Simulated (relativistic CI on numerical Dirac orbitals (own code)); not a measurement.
**Sensitivity of the levels of Gd²¹⁺ to α and to the nuclear radius**

These numbers are calculated, not measured: Dirac-Coulomb-Breit CI, orbitals from a KLI potential per configuration, derivatives by finite differences, unscaled Slater integrals, QED left out (own radial code, finite nucleus).

Configuration list (outside the closed core [Ar] 3d10): 4s2 4p6 4d7, 4s2 4p5 4d8, 4s2 4p6 4d6 4f, 4s2 4p4 4d9, 4s 4p6 4d8, 4p6 4d9, 4s2 4p6 4d6 5s, 4s 4p5 4d9. Levels of other configurations are missing.

With x = (α/α₀)² − 1 an excitation energy changes as ω = ω₀ + qx; K = 2q/ω₀ is the relative enhancement. Terms are leading LS components, so labels can repeat. The field-shift factor is F = δν/δ⟨r²⟩ for the transition from the lowest level.

Lowest level 4s2 4p6 4d7 4F_9/2.

```
               Level  ω₀ (cm⁻¹)  q (cm⁻¹)  F (GHz/fm²)
  4s2 4p6 4d7 2P_3/2      27573     -1215       -0.325
  4s2 4p6 4d7 2D_5/2      36837      9579        0.159
  4s2 4p6 4d7 4F_7/2      48535     55070        0.963
  4s2 4p6 4d7 4F_3/2      69119     57590            1
  4s2 4p6 4d7 2G_9/2      72739     49220        0.938
  4s2 4p6 4d7 4P_5/2      73122     58430          1.1
  4s2 4p6 4d7 4P_1/2      80094     53700        0.718
 4s2 4p6 4d7 2H_11/2      93577     51990         1.15
  4s2 4p6 4d7 2G_7/2      99106     61530         1.12
  4s2 4p6 4d7 2F_5/2     119244     48560        0.977
  4s2 4p6 4d7 2D_5/2     121270    101900         1.73
  4s2 4p6 4d7 4P_3/2     123495    106400          1.8
  4s2 4p6 4d7 2P_1/2     137916    110500         1.59
  4s2 4p6 4d7 2H_9/2     143932    108000         2.08
  4s2 4p6 4d7 2D_3/2     152588     70100         1.37
  4s2 4p6 4d7 2F_7/2     156242     98960         1.79
  4s2 4p6 4d7 2D_3/2     205156    148500         2.53
  4s2 4p6 4d7 2D_5/2     208597    105200         2.12
4s2 4p5 4d8 4G°_11/2    1025572     78810         6.28
 4s2 4p5 4d8 2D°_5/2    1037419     75060         5.78
 4s2 4p5 4d8 4F°_9/2    1038963     72710         6.58
 4s2 4p5 4d8 2F°_7/2    1049861     80980         5.55
 4s2 4p5 4d8 2S°_1/2    1051204     71900         6.55
```

At this charge energies of transitions that change n are usually good to better than 1 %, and those within a shell (Δn = 0) to a few per cent. Terms inside the open d or f shell come out 10 to 20 % too wide with unscaled integrals.

Problem. Which transition from the lowest level has the largest |K|?

Solution. 4s2 4p6 4d7 4F_7/2 at 48535 cm⁻¹, K = 2.27.
